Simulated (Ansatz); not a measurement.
Mulliken charges of `[CH2][In]([CH3])[OH]` radical from r2SCAN/def2-TZVPP in Ansatz (PBE0-D4/def2-TZVP geometry).

| atom | x (Å) | y (Å) | z (Å) | charge (e) |
| --- | --- | --- | --- | --- |
| C1 | -1.568 | 1.309 | -0.676 | -0.437 |
| In2 | 0.102 | 0.107 | -0.195 | 0.796 |
| C3 | 0.542 | -1.318 | 1.329 | -0.450 |
| O4 | 1.647 | 0.341 | -1.448 | -0.557 |
| H5 | -1.576 | 1.984 | -1.528 | 0.095 |
| H6 | -2.492 | 1.311 | -0.104 | 0.102 |
| H7 | -0.074 | -2.209 | 1.201 | 0.084 |
| H8 | 1.593 | -1.597 | 1.256 | 0.102 |
| H9 | 0.343 | -0.902 | 2.317 | 0.084 |
| H10 | 1.484 | 0.973 | -2.151 | 0.180 |

By hand: the dipole of these point charges (1 e Å = 4.8032 D).

Σ q r = (-0.347, -0.011, 0.229) e Å, of length 0.416 e Å = 2.00 D.

How does the dipole of the full density compare? (Best estimate.)

The calculation gave: (-0.420, 0.086, 0.148) e Å, 2.18 D; the point charges give 0.92 times that, at 19° from its direction.

Point charges leave out the atoms' own dipoles, such as those of lone pairs, and Mulliken's split depends on the basis, so the two needn't agree.
